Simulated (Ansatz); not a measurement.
C3H4 (SMILES C=C=C), charge 0, multiplicity 1, relaxed at each level with Ansatz (a program for electronic structure); harmonic frequencies from differences of analytic forces, average atomic masses, frozen cores.

| level | C1–C2 (Å) | C1–H4 (Å) | C1–H5 (Å) | C2–C3 (Å) | C3–H6 (Å) | C3–H7 (Å) | C2–C1–H4 (°) | C2–C1–H5 (°) | H4–C1–H5 (°) | dipole (D) |
|---|---|---|---|---|---|---|---|---|---|---|
| HF/def2-TZVPP | 1.2920 | 1.0737 | 1.0737 | 1.2920 | 1.0737 | 1.0737 | 120.9 | 120.9 | 118.1 | 0.00 |
| PBE/def2-TZVPP | 1.3081 | 1.0920 | 1.0920 | 1.3081 | 1.0920 | 1.0920 | 121.3 | 121.3 | 117.3 | 0.00 |
| r2SCAN/def2-TZVPP | 1.3008 | 1.0847 | 1.0847 | 1.3008 | 1.0847 | 1.0847 | 121.2 | 121.2 | 117.6 | 0.00 |
| B3LYP/def2-TZVPP | 1.3005 | 1.0833 | 1.0833 | 1.3005 | 1.0833 | 1.0833 | 121.3 | 121.3 | 117.4 | 0.00 |
| PBE0/def2-TZVPP | 1.2994 | 1.0843 | 1.0843 | 1.2994 | 1.0843 | 1.0843 | 121.1 | 121.1 | 117.7 | 0.00 |
| wB97X-V/def2-TZVPP | 1.3025 | 1.0847 | 1.0847 | 1.3025 | 1.0847 | 1.0847 | 120.9 | 120.9 | 118.2 | 0.00 |
| MP2/cc-pVTZ | 1.3082 | 1.0808 | 1.0808 | 1.3082 | 1.0808 | 1.0808 | 120.8 | 120.8 | 118.4 | 0.00 |
| CCSD(T)/cc-pVDZ | 1.3295 | 1.0981 | 1.0981 | 1.3295 | 1.0981 | 1.0981 | 121.0 | 121.0 | 118.1 | 0.00 |
| CCSD(T)/cc-pVTZ | 1.3133 | 1.0831 | 1.0831 | 1.3133 | 1.0831 | 1.0831 | 120.9 | 120.9 | 118.2 | 0.00 |

Measured: equilibrium bond lengths C=C 1.3066, C-H 1.0807 Å [Piccardo et al., J. Phys. Chem. A 119, 2058 (2015), semi-experimental]; equilibrium angles H-C-H 118.26 ° [Piccardo et al., J. Phys. Chem. A 119, 2058 (2015), semi-experimental].

Doubts at one or more of the structures used: a restricted determinant that unrestricted orbitals would lower (CCSD(T)/cc-pVDZ).
